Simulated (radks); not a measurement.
Q: These are the eigenvalues of the occupied orbitals of an atom or ion with whole-number occupations (Ry). Calculated with a radial shooting solver on a logarithmic mesh with Libxc functionals: scalar-relativistic Kohn-Sham, PBE, spin-polarised, spherical densities, finite nucleus; Fermi nuclear charge, rms radius of each element as measured or else 0.836 A^(1/3) + 0.57 fm.

1s down: -1776.946
1s up: -1776.946
2s up: -260.1556
2s down: -260.1437
2p up: -233.3320
2p down: -233.3230
3s up: -47.58776
3s down: -47.58190
3p up: -38.77055
3p down: -38.76382
3d up: -24.76661
3d down: -24.75595
4s up: -7.12898
4s down: -7.07964
4p up: -4.61552
4p down: -4.56410
4d up: -1.09742
4d down: -1.04844

Which element is it, and in what charge state? The configuration may be excited. Open shells, if any, are filled with parallel spins first.

A: Z = 46, palladium, charge +1: Pd+ in [Kr] 4d9. The list shows which subshells hold electrons but not how many an open one holds; the 1s level, -888.47 hartree, gives Z - s = 42.2 by -(Z - s)^2/2, which with screening and relativity narrows Z to a few neighbours, and the depths of the outer levels then fix element, charge and occupations together.
